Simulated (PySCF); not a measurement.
PySCF job for AlF2H4NO2Si, SMILES [OH][Al]([NH][SiH](F)F)[OH], TDDFT-PBE/def2-SVPD. Geometry: B3LYP-D3(BJ)/def2-SVP. The structure was generated by enumeration; whether it is a known compound was not checked. Other conformers were not sampled.

```python
import numpy as np
from pyscf import gto, scf, dft, tdscf

mol = gto.M(
    atom='''
    Si   -0.21904222   -1.49497558   -0.00000000
    F     0.18561879   -2.41122172    1.27505608
    F     0.18561878   -2.41122172   -1.27505608
    N     0.65148622   -0.02694723    0.00000000
    Al    0.02581153    1.65292054    0.00000000
    O     1.03182576    3.01665024   -0.00000000
    O    -1.65951318    1.82152926    0.00000000
    H    -1.66996145   -1.26307677    0.00000000
    H     1.66516976   -0.14237109   -0.00000000
    H     1.98934730    3.07539947   -0.00000001
    H    -2.13355697    2.65692504    0.00000000
    ''',
    basis='def2-SVPD',
    charge=0,
    spin=0,
    symmetry=True,
    max_memory=1600,
    verbose=4,
)
mf = dft.RKS(mol, xc='pbe').density_fit(auxbasis='def2-universal-jkfit')
mf.grids.level = 3
mf.conv_tol = 1e-9
mf.max_cycle = 100
mf.kernel()
mf.grids = dft.Grids(mol).set(level=1).build(with_non0tab=True)  # coarser grid for the response kernel
td = tdscf.TDDFT(mf)
td.singlet = True
td.nstates = 10
td.conv_tol = 1e-4
td.positive_eig_threshold = 1e-6
td.kernel(x0=td.get_init_guess(mf, 15))
td.analyze()
tt = tdscf.TDA(mf)
tt.singlet = False
tt.nstates = 4
tt.conv_tol = 1e-4
tt.positive_eig_threshold = 1e-6
tt.kernel(x0=tt.get_init_guess(mf, 9))
tt.analyze(verbose=3)
```

Output:

```
PySCF version 2.14.0

[INPUT] verbose = 4
[INPUT] num. atoms = 11
[INPUT] num. electrons = 72
[INPUT] charge = 0
[INPUT] spin (= nelec alpha-beta = 2S) = 0
[INPUT] symmetry True subgroup None
[INPUT] Mole.unit = angstrom
[INPUT] Symbol           X                Y                Z      unit          X                Y                Z       unit  Magmom
[INPUT]  1 Si    -0.219042220000  -1.494975580000   0.000000000000 AA   -0.413929805517  -2.825094409113   0.000000000000 Bohr   0.0
[INPUT]  2 F      0.185618790000  -2.411221720000   1.275056080000 AA    0.350768676673  -4.556548676403   2.409506784662 Bohr   0.0
[INPUT]  3 F      0.185618780000  -2.411221720000  -1.275056080000 AA    0.350768657776  -4.556548676403  -2.409506784662 Bohr   0.0
[INPUT]  4 N      0.651486220000  -0.026947230000   0.000000000000 AA    1.231130529728  -0.050922884516   0.000000000000 Bohr   0.0
[INPUT]  5 Al     0.025811530000   1.652920540000   0.000000000000 AA    0.048776722556   3.123567126268   0.000000000000 Bohr   0.0
[INPUT]  6 O      1.031825760000   3.016650240000   0.000000000000 AA    1.949868094671   5.700642767203   0.000000000000 Bohr   0.0
[INPUT]  7 O     -1.659513180000   1.821529260000   0.000000000000 AA   -3.136025410306   3.442191429282   0.000000000000 Bohr   0.0
[INPUT]  8 H     -1.669961450000  -1.263076770000   0.000000000000 AA   -3.155769779082  -2.386869169600   0.000000000000 Bohr   0.0
[INPUT]  9 H      1.665169760000  -0.142371090000   0.000000000000 AA    3.146714797308  -0.269042368156   0.000000000000 Bohr   0.0
[INPUT] 10 H      1.989347300000   3.075399470000  -0.000000010000 AA    3.759321563643   5.811662721933  -0.000000018897 Bohr   0.0
[INPUT] 11 H     -2.133556970000   2.656925040000   0.000000000000 AA   -4.031838344457   5.020860659099   0.000000000000 Bohr   0.0

nuclear repulsion = 450.649535797276
point group symmetry = Cs
symmetry origin: [-6.29908713e-09 -5.24923734e-10 -2.62461962e-10]
symmetry axis x: [ 1.00000000e+00 -3.39191950e-10  4.83295116e-09]
symmetry axis y: [-3.39191951e-10 -1.00000000e+00  1.18431340e-10]
symmetry axis z: [-4.83295116e-09  1.18430955e-10  1.00000000e+00]
num. orbitals of irrep A' = 127
num. orbitals of irrep A" = 65
number of shells = 80
number of NR pGTOs = 286
number of NR cGTOs = 192
basis = def2-SVPD
ecp = {}


******** <class 'pyscf.df.df_jk.DFSymAdaptedRKS'> ********
method = DFSymAdaptedRKS
initial guess = minao
damping factor = 0
level_shift factor = 0
DIIS = <class 'pyscf.scf.diis.CDIIS'>
diis_start_cycle = 1
diis_space = 8
diis_damp = 0
SCF conv_tol = 1e-09
SCF conv_tol_grad = None
SCF max_cycles = 100
direct_scf = False
XC library pyscf.dft.libxc version 7.1.2
    S. Lehtola, C. Steigemann, M. J. T. Oliveira, and M. A. L. Marques,  SoftwareX 7, 1–5 (2018)
XC functionals = pbe
    J. P. Perdew, K. Burke, and M. Ernzerhof,  Phys. Rev. Lett. 77, 3865 (1996)
    J. P. Perdew, K. Burke, and M. Ernzerhof,  Phys. Rev. Lett. 78, 1396 (1997)
    J. P. Perdew, K. Burke, and M. Ernzerhof,  Phys. Rev. Lett. 77, 3865 (1996)
    J. P. Perdew, K. Burke, and M. Ernzerhof,  Phys. Rev. Lett. 78, 1396 (1997)
radial grids:
    Treutler-Ahlrichs [JCP 102, 346 (1995); DOI:10.1063/1.469408] (M4) radial grids

becke partition: Becke, JCP 88, 2547 (1988); DOI:10.1063/1.454033
pruning grids: <function nwchem_prune>
grids dens level: 3
symmetrized grids: True
atomic radii adjust function: <function treutler_atomic_radii_adjust>
small_rho_cutoff = 0
Freeze 0 electrons in irreps []
    72 free electrons in irreps A' A"
Set gradient conv threshold to 3.16228e-05
Initial guess from minao.
tot grids = 148184
init E= -938.758242460076
HOMO (A") = -0.346860090363455  LUMO (A') = -0.0965663247502317  gap/eV = 6.81084
cycle= 1 E= -937.995735231751  delta_E= 0.763  |g|= 1.43  |ddm|= 4.88
HOMO (A") = -0.085098481223171  LUMO (A') = -0.0245895612176699  gap/eV = 1.64653
cycle= 2 E= -936.201037610551  delta_E= 1.79  |g|= 3.23  |ddm|= 4.78
HOMO (A") = -0.243226495542541  LUMO (A') = -0.0712590186925088  gap/eV = 4.67947
cycle= 3 E= -938.363856681087  delta_E= -2.16  |g|= 0.336  |ddm|= 3.59
HOMO (A") = -0.282029723174673  LUMO (A') = -0.0678169297834086  gap/eV = 5.82903
cycle= 4 E= -938.377363116881  delta_E= -0.0135  |g|= 0.238  |ddm|= 0.596
HOMO (A") = -0.260589327964646  LUMO (A') = -0.0633652975214165  gap/eV = 5.36674
cycle= 5 E= -938.38886737482  delta_E= -0.0115  |g|= 0.034  |ddm|= 0.23
HOMO (A") = -0.26356450812199  LUMO (A') = -0.0642657980559287  gap/eV = 5.42319
cycle= 6 E= -938.389047547263  delta_E= -0.00018  |g|= 0.0184  |ddm|= 0.0438
HOMO (A") = -0.262408885963289  LUMO (A') = -0.0643137390417321  gap/eV = 5.39044
cycle= 7 E= -938.38910851567  delta_E= -6.1e-05  |g|= 0.00364  |ddm|= 0.0177
HOMO (A") = -0.262500188169907  LUMO (A') = -0.064493397533484  gap/eV = 5.38804
cycle= 8 E= -938.389111286641  delta_E= -2.77e-06  |g|= 0.00114  |ddm|= 0.00634
HOMO (A") = -0.262501176933552  LUMO (A') = -0.0644862099931092  gap/eV = 5.38826
cycle= 9 E= -938.389111511693  delta_E= -2.25e-07  |g|= 0.000536  |ddm|= 0.00174
HOMO (A") = -0.262507115443494  LUMO (A') = -0.0644744251375586  gap/eV = 5.38874
cycle= 10 E= -938.389111564958  delta_E= -5.33e-08  |g|= 0.000133  |ddm|= 0.000808
HOMO (A") = -0.262514120321393  LUMO (A') = -0.0644831122678271  gap/eV = 5.38870
cycle= 11 E= -938.389111569193  delta_E= -4.24e-09  |g|= 2.68e-05  |ddm|= 0.000266
HOMO (A") = -0.262512617830553  LUMO (A') = -0.0644824418826166  gap/eV = 5.38868
cycle= 12 E= -938.389111569355  delta_E= -1.62e-10  |g|= 5.29e-06  |ddm|= 4.38e-05
HOMO (A") = -0.262511875783158  LUMO (A') = -0.0644824082355293  gap/eV = 5.38866
Extra cycle  E= -938.389111569346  delta_E= 8.87e-12  |g|= 8.52e-06  |ddm|= 2.07e-05
converged SCF energy = -938.389111569346
tot grids = 48736
Overwritten attributes  positive_eig_threshold  of <class 'pyscf.tdscf.rks.CasidaTDDFT'>


******** <class 'pyscf.tdscf.rks.CasidaTDDFT'> for <class 'pyscf.df.df_jk.DFSymAdaptedRKS'> ********
nstates = 10 singlet
deg_eia_thresh = 1.000e-03
wfnsym = None
conv_tol = 0.0001
eigh lindep = 1e-12
eigh level_shift = 0
eigh max_cycle = 100


Excitation energies (eV)
[5.44974237 6.06224446 6.58411425 6.69915447 6.75199095 6.97549063
 7.10390574 7.28444857 7.35433561 7.48907217]

** Singlet excitation energies and oscillator strengths **
Excited State   1:   A"      5.44974 eV    227.50 nm  f=0.0064
      36 -> 37       -0.70614
Excited State   2:   A"      6.06224 eV    204.52 nm  f=0.0001
      35 -> 37        0.70658
Excited State   3:   A'      6.58411 eV    188.31 nm  f=0.0421
      34 -> 37        0.69221
Excited State   4:   A'      6.69915 eV    185.07 nm  f=0.0494
      33 -> 37       -0.69208
Excited State   5:   A"      6.75199 eV    183.63 nm  f=0.0819
      32 -> 37       -0.69290
Excited State   6:   A"      6.97549 eV    177.74 nm  f=0.0116
      36 -> 38       -0.69832
Excited State   7:   A'      7.10391 eV    174.53 nm  f=0.0019
      31 -> 37        0.69574
Excited State   8:   A"      7.28445 eV    170.20 nm  f=0.0280
      36 -> 40       -0.68879
      36 -> 41       -0.12226
Excited State   9:   A'      7.35434 eV    168.59 nm  f=0.1525
      36 -> 39        0.63755
      36 -> 42       -0.23345
Excited State  10:   A"      7.48907 eV    165.55 nm  f=0.0073
      36 -> 40        0.11212
      36 -> 41       -0.69284

** Transition electric dipole moments (AU) **
state          X           Y           Z        Dip. S.      Osc.
  1         0.0000      0.0000      0.2196      0.0482      0.0064
  2         0.0000      0.0000      0.0197      0.0004      0.0001
  3        -0.1895      0.4747      0.0000      0.2613      0.0421
  4        -0.3508     -0.4216      0.0000      0.3008      0.0494
  5         0.0000      0.0000     -0.7035      0.4950      0.0819
  6        -0.0000     -0.0000      0.2601      0.0676      0.0116
  7         0.0728     -0.0751      0.0000      0.0109      0.0019
  8        -0.0000     -0.0000      0.3960      0.1568      0.0280
  9         0.0027     -0.9200     -0.0000      0.8464      0.1525
 10         0.0000      0.0000     -0.1996      0.0398      0.0073

** Transition velocity dipole moments (imaginary part, AU) **
state          X           Y           Z        Dip. S.      Osc.
  1         0.0000     -0.0000      0.0502      0.0025      0.0084
  2         0.0000     -0.0000      0.0041      0.0000      0.0000
  3        -0.0447      0.1208      0.0000      0.0166      0.0457
  4        -0.0911     -0.1056      0.0000      0.0194      0.0527
  5         0.0000      0.0000     -0.1719      0.0295      0.0794
  6        -0.0000      0.0000      0.0649      0.0042      0.0110
  7         0.0162     -0.0208      0.0000      0.0007      0.0018
  8        -0.0000      0.0000      0.1097      0.0120      0.0299
  9         0.0016     -0.2512     -0.0000      0.0631      0.1556
 10         0.0000     -0.0000     -0.0537      0.0029      0.0070

** Transition magnetic dipole moments (imaginary part, AU) **
state          X           Y           Z
  1         0.3525      0.2344      0.0000
  2         0.1987     -0.5845      0.0000
  3        -0.0000     -0.0000     -0.6839
  4        -0.0000      0.0000     -0.5665
  5         0.8314     -0.0662      0.0000
  6        -0.2014     -0.1413     -0.0000
  7         0.0000      0.0000      0.0966
  8        -0.1636      0.2695     -0.0000
  9        -0.0000      0.0000      0.4368
 10         0.1649     -0.2263      0.0000
Overwritten attributes  positive_eig_threshold  of <class 'pyscf.tdscf.rks.TDA'>


******** <class 'pyscf.tdscf.rks.TDA'> for <class 'pyscf.df.df_jk.DFSymAdaptedRKS'> ********
nstates = 4 triplet
deg_eia_thresh = 1.000e-03
wfnsym = None
conv_tol = 0.0001
eigh lindep = 1e-12
eigh level_shift = 0
eigh max_cycle = 100


Excitation energies (eV)
[5.25590381 5.85760127 6.32098071 6.34725162]

** Triplet excitation energies and oscillator strengths **
Excited State   1:   A"      5.25590 eV    235.90 nm  f=0.0000
Excited State   2:   A"      5.85760 eV    211.66 nm  f=0.0000
Excited State   3:   A'      6.32098 eV    196.15 nm  f=0.0000
Excited State   4:   A"      6.34725 eV    195.34 nm  f=0.0000
```

The calculation finished and met its thresholds.

Cost: roughly 110 core-seconds.
